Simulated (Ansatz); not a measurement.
Total energies of Ge(SiH3)Cl3 (SiGeH₃Cl₃) from Ansatz at PBE0-D4/def2-TZVPD, gas phase (1 Eh = 27.2114 eV = 2625.5 kJ/mol). The reference geometry is relaxed at PBE-D4/def2-SVP.

```xyz
8

Ge   -0.8321   -0.4607   -0.4890
Si    1.0301    0.5700    0.6058
H     0.8471    0.3826    2.0828
H     1.0238    2.0236    0.2352
H     2.2746   -0.1117    0.1192
Cl   -2.7187    0.3368    0.2389
Cl   -0.8575   -2.6086   -0.1561
Cl   -0.7675   -0.1320   -2.6367
```

```
                 state   geometry  energy (Eh)
      charge 0 singlet  reference  -3748.26503
     charge -1 doublet  reference  -3748.28029
free Ge atom (triplet)          –  -2076.65536
free Si atom (triplet)          –   -289.24952
 free H atom (doublet)          –     -0.50104
free Cl atom (doublet)          –   -459.99797
```

(1) Work out the vertical electron affinity, to the doublet.

(2) What is the binding energy per atom against free atoms?

(1) E(charge 0 singlet) − E(charge -1 doublet) = -3748.26503 − (-3748.28029) = 0.01526 Eh = 0.42 eV.

(2) Atoms: 1 × (-2076.65536) + 1 × (-289.24952) + 3 × (-0.50104) + 3 × (-459.99797) = -3747.40191 Eh. Binding: -3747.40191 − (-3748.26503) = 0.86312 Eh = 23.49 eV, or 2.94 eV for each of 8 atoms (no zero-point energy, no counterpoise term).

At PBE0-D4/def2-TZVPD the highest occupied level of the charge -1 doublet lies above zero (up to 1.03 eV). By energy differences its removal costs 0.42 eV (vertical, to the charge 0 singlet, at PBE0-D4/def2-TZVPD); a positive level beside a positive removal energy at the same level points to self-interaction error.
